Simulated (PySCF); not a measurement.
# Germanium: highly charged ions in a basis for the neutral atom

Ge²¹⁺ [Ne] 3s1, Ge²²⁺ [Ne]. Computed with PySCF 2.14 in x2c-TZVPall, with the spin-free X2C one-electron Hamiltonian (Gaussian nucleus). No spin-orbit coupling, so a gap to NIST mixes the basis error with missing relativistic terms.

Changed run: basis of the neutral atom used for a highly charged ion. This setting is unsound on purpose.

| species | method | sound run (hartree) | changed run (hartree) | converged |
| --- | --- | --- | --- | --- |
| Ge²¹⁺ | UHF | not run | -1835.86642 | yes |
| Ge²¹⁺ | M06-L | not run | -1836.36064 | yes |
| Ge²¹⁺ | M06-2X | not run | -1836.43564 | yes |
| Ge²²⁺ | UHF | not run | -1803.60927 | yes |
| Ge²²⁺ | M06-L | not run | -1804.16297 | yes |
| Ge²²⁺ | M06-2X | not run | -1804.10291 | yes |

Ionisation energy of Ge²¹⁺:

| method | changed run (eV) | NIST (eV) |
| --- | --- | --- |
| UHF | 877.76 | 880.44 |
| M06-L | 876.14 | 880.44 |
| M06-2X | 879.82 | 880.44 |

The contracted functions were made for the neutral atom and can be too rigid for a highly charged ion.
